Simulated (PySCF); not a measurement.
HO2Si, SMILES O=[Si]=[OH+], charge +1.

Geometry: PBE0-D3(BJ)/def2-TZVP. The isomer is the one that the SMILES or the coordinates give; other isomers of the formula were not compared.

Computed with B3LYP/def2-TZVPD (PySCF).

Gas-phase values at a fixed geometry.

**Question.** Estimate the frontier levels, gap, dipole moment and polarisability. (An estimate is asked for; the answer gives what the named calculation found.)

**Answer.** 
| Property | Value |
|---|---|
| highest occupied level | -16.49 eV |
| lowest empty level | -10.83 eV |
| orbital gap | 5.66 eV |
| dipole moment about the centre of nuclear charge | 4.78 D |
| mean static polarisability | 25.2 bohr³ (3.73 Å³) |
| polarisability, principal values | 20.3, 20.6, 34.7 bohr³ |
